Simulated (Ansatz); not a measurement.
Gas-phase electronic energies from Ansatz, PBE0-D4/def2-TZVP geometries. CCSD(T)/CBS adds triple-zeta CCSD(T) − MP2 to the extrapolated MP2 energy (def2 sets, frozen cores). For Ge, Se outer-core shells are correlated without core-valence functions, which leaves a few kJ/mol of doubt a bond. Scalar relativity is left out up to krypton. One conformer a species, not always the lowest.

Reaction (substitution at a C–Ge bond): `O=[CH][GeH2][SeH]` + `C1N[SiH2]O1` → `O=CN1CO[SiH2]1` + `[GeH3][SeH]`

```
            species  HF/CBS(def2) energy (Eh)
`O=[CH][GeH2][SeH]`               -4590.42509
      `C1N[SiH2]O1`                -459.15298
   `O=CN1CO[SiH2]1`                -571.95079
      `[GeH3][SeH]`               -4477.66057
```

(1) Work out ΔE.

Largest T1 diagnostic among the species: 0.014.

Results:

(1) ΔE = (-571.95079) + (-4477.66057) − (-4590.42509) − (-459.15298) = -0.03329 Eh = -87.4 kJ/mol. CCSD(T)/CBS gives -70.9 kJ/mol.

In def2-TZVPP, CCSD(T) changes the Hartree–Fock value by +14.1 kJ/mol (the triples alone add +0.3 kJ/mol) and MP2 by +10.7 kJ/mol. From PBE to PBE0 (25 % exact exchange), in def2-TZVPP and without D4, ΔE moves by −4.0 kJ/mol.
